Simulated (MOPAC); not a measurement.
MOPAC input (AM1):

```
AM1 FORCE THERMO(298,298) PRECISE LET CHARGE=1 GEO-OK AUX(PRECISION=9) THREADS=1
C3H3

C    -1.20652648 1   -0.27437968 1   -0.01142721 1
C     0.10651530 1    0.02423476 1    0.00099744 1
C     1.30074433 1    0.29579562 1    0.01232886 1
H    -1.62288634 1   -1.06349448 1    0.65313691 1
H    -1.91108815 1    0.25984841 1   -0.68663129 1
H     2.35157007 1    0.53475133 1    0.02229632 1
```

Output:

```
 *******************************************************************************
 **                                                                           **
 **                              MOPAC v23.2.5                                **
 **                                                                           **
 *******************************************************************************
 ** MOPAC's Digital Object Identifier: https://doi.org/10.5281/zenodo.6511958 **
 **                                                                           **
 ** Please cite the open-source release paper for use of this MOPAC version:  **
 ** J. E. Moussa and J. J. P. Stewart (2026)                                  **
 ** MOPAC: An open-source semiempirical molecular orbital program             **
 ** J. Open Source Softw., 11(119), 8025, https://doi.org/10.21105/joss.08025 **
 *******************************************************************************

                              AM1 CALCULATION RESULTS

 *******************************************************************************
 *  AM1        - The AM1 Hamiltonian to be used
 *  GEO-OK     - OVERRIDE INTERATOMIC DISTANCE AND OTHER SAFETY CHECKS
 *
 *
 *
 *                 CHARGE ON SYSTEM = +1
 *
 *
 *
 *  LET        - OVERRIDE SOME SAFETY CHECKS
 *  PRECISE    - TIGHTER CRITERIA TO BE USED
 *  FORCE      - FORCE CALCULATION SPECIFIED
 *  AUX        - OUTPUT AUXILIARY INFORMATION
 *  THERMO     - THERMODYNAMIC QUANTITIES TO BE CALCULATED
 *******************************************************************************
AM1 FORCE THERMO(298,298) PRECISE LET CHARGE=1 GEO-OK AUX(PRECISION=9) THREADS=1
 C3H3

   ATOM   CHEMICAL          X               Y               Z
  NUMBER   SYMBOL      (ANGSTROMS)     (ANGSTROMS)     (ANGSTROMS)

     1       C         -1.20652648  *  -0.27437968  *  -0.01142721  *
     2       C          0.10651530  *   0.02423476  *   0.00099744  *
     3       C          1.30074433  *   0.29579562  *   0.01232886  *
     4       H         -1.62288634  *  -1.06349448  *   0.65313691  *
     5       H         -1.91108815  *   0.25984841  *  -0.68663129  *
     6       H          2.35157007  *   0.53475133  *   0.02229632  *

          CARTESIAN COORDINATES

    NO.       ATOM           X           Y           Z

     1         C         -1.2065     -0.2744     -0.0114
     2         C          0.1065      0.0242      0.0010
     3         C          1.3007      0.2958      0.0123
     4         H         -1.6229     -1.0635      0.6531
     5         H         -1.9111      0.2598     -0.6866
     6         H          2.3516      0.5348      0.0223

  H: (AM1): M.J.S. DEWAR ET AL, J. AM. CHEM. SOC. 107 3902-3909 (1985)
  C: (AM1): M.J.S. DEWAR ET AL, J. AM. CHEM. SOC. 107 3902-3909 (1985)

           Empirical Formula: C3 H3  =     6 atoms

[...]
 TRAVEL (Ang.)       0.2701         C 3 -- H 6         +19.2% ( 50.8%)    100.0%
 REDUCED MASS        0.7331         C 1 -- C 2         +18.0% ( 49.2%)    100.0%
 EFFECTIVE MASS      5.2049         C 2 -- C 3         +16.5% ( 47.1%)    100.0%
 FORCE CONSTANT      0.6867

 VIBRATION          8    2A1         ATOM PAIR     ENERGY CONTRIBUTION    RADIAL
 FREQUENCY          1422.11         C 1 -- H 5         +27.0% ( 74.0%)      6.4%
 TRANSITION DIPOLE   0.4934         C 1 -- H 4         +27.0% ( 74.0%)      6.4%
 TRAVEL (Ang.)       0.1196         C 1 -- C 2         +26.9% ( 73.8%)    100.0%
 REDUCED MASS        3.3125         C 3 -- H 6          +9.6% ( 44.1%)    100.0%
 EFFECTIVE MASS      9.0751
 FORCE CONSTANT      3.9470

 VIBRATION          9    3A1         ATOM PAIR     ENERGY CONTRIBUTION    RADIAL
 FREQUENCY          2217.06         C 2 -- C 3         +55.3% ( 94.6%)    100.0%
 TRANSITION DIPOLE   6.7138         C 1 -- C 2         +34.0% ( 74.3%)    100.0%
 TRAVEL (Ang.)       0.0729         C 3 -- H 6          +8.4% ( 36.8%)    100.0%
 REDUCED MASS        5.7191         C 1 -- H 5          +1.2% ( 13.7%)     14.9%
 EFFECTIVE MASS     11.6263
 FORCE CONSTANT     16.5626

 VIBRATION         10    4B2         ATOM PAIR     ENERGY CONTRIBUTION    RADIAL
 FREQUENCY          3046.35         C 1 -- H 4         +49.4% ( 72.2%)     97.8%
 TRANSITION DIPOLE   0.9804         C 1 -- H 5         +49.4% ( 72.2%)     97.8%
 TRAVEL (Ang.)       0.2048         C 1 -- C 2          +1.2% ( 11.0%)      0.0%
 REDUCED MASS        0.5278
 EFFECTIVE MASS      1.5750
 FORCE CONSTANT      2.8860

 VIBRATION         11    4A1         ATOM PAIR     ENERGY CONTRIBUTION    RADIAL
 FREQUENCY          3067.09         C 1 -- H 5         +49.5% ( 69.8%)     95.3%
 TRANSITION DIPOLE   0.8912         C 1 -- H 4         +49.5% ( 69.8%)     95.3%
 TRAVEL (Ang.)       0.2132         C 1 -- C 2          +1.0% ( 10.1%)    100.0%
 REDUCED MASS        0.4836
 EFFECTIVE MASS      1.3011
 FORCE CONSTANT      2.6805

 VIBRATION         12    5A1         ATOM PAIR     ENERGY CONTRIBUTION    RADIAL
 FREQUENCY          3275.25         C 3 -- H 6         +95.0% ( 99.3%)    100.0%
 TRANSITION DIPOLE   1.2085         C 2 -- C 3          +4.8% ( 22.2%)    100.0%
 TRAVEL (Ang.)       0.1477         C 1 -- C 2          +0.2% (  5.0%)    100.0%
 REDUCED MASS        0.9437
 EFFECTIVE MASS      1.9567
 FORCE CONSTANT      5.9646

      SYMMETRY NUMBER FOR POINT-GROUP C2v =  2

          SYSTEM IS A GROUND STATE

 C3H3

          MOLECULE IS NOT LINEAR

          THERE ARE 12 GENUINE VIBRATIONS IN THIS SYSTEM
          THIS THERMODYNAMICS CALCULATION IS LIMITED TO
          MOLECULES WHICH HAVE NO INTERNAL ROTATIONS

                    CALCULATED THERMODYNAMIC PROPERTIES
                                          *
   TEMP. (K)   PARTITION FUNCTION   H.O.F.    ENTHALPY  HEAT CAPACITY ENTROPY
                                   KCAL/MOL   CAL/MOLE    CAL/K/MOL  CAL/K/MOL

 298.00  VIB.     0.1400D+01                   493.2422     4.8141     2.3235
         ROT.     0.2749D+04                   888.2803     2.9808    18.7174
         INT.     0.3848D+04                  1381.5225     7.7949    21.0410
         TRA.     0.2360D+27                  1480.4672     4.9680    36.9133
         TOT.                      273.638    2861.9897    12.7629    57.9543

   *: NOTE: HEATS OF FORMATION ARE RELATIVE TO THE
            ELEMENTS IN THEIR STANDARD STATE AT 298K
              (=  Standard Enthalpy of Formation).

            Hvib:  Zero-point energy is not included.
                   frequencies of less than zero cm-1 are not included.
            Hrot = (3/2)RT
            Htra = (3/2)RT + pV = (5/2)RT

            Heat capacity is Cp, not Cv

          For more information, see: HTTP://OpenMOPAC.net/Manual/thermochemistry.html

           FORCE CONSTANT IN CARTESIAN COORDINATES (Millidynes/A)

    ATOM   CHEMICAL       X               Y               Z
   NUMBER   SYMBOL  FORCE CONSTANT  FORCE CONSTANT  FORCE CONSTANT

      1       C       13.139856        8.085522        2.599439
      2       C       23.649943        1.770503        1.498657
      3       C       21.559865        1.023715        1.591900
      4       H        1.950803        3.910544        0.291641
      5       H        1.950657        3.910690        0.291641
      6       H        5.768099        0.315784        0.396769

 **********************
 *                    *
 * JOB ENDED NORMALLY *
 *                    *
 **********************

 == MOPAC DONE ==
```

The dipole moment of an ion depends on the origin.
